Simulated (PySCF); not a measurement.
F3HSSi, SMILES F[Si](F)(F)S. Geometry optimised at PBE0-D3(BJ)/def2-SVP. One conformer was computed; it need not be the lowest.

All values below come from PySCF 2.14.0 with PBE0-D3(BJ)/def2-SVP.

Harmonic wavenumbers (cm⁻¹): 89, 193, 224, 316, 321, 333, 558, 746, 872, 990, 1014, 2711. Rotational constants (GHz): 3.946, 2.347, 2.299; symmetry number 1.

**Question.** Work out the zero-point energy and the ideal-gas rigid-rotor harmonic-oscillator thermochemistry at 298.15 K and 1 atm.

**Answer.** ZPE = ½ Σ hcν = ½ × 8367 cm⁻¹ = 50.05 kJ/mol. H − E(el) = 69.00 kJ/mol. Entropy in J/(mol K): translation 168.26, rotation 113.45, vibration 53.63, total 335.33. G − E(el) = -30.98 kJ/mol. Cp = 90.39 J/(mol K). Modes under 150 cm⁻¹ make the vibrational entropy uncertain.
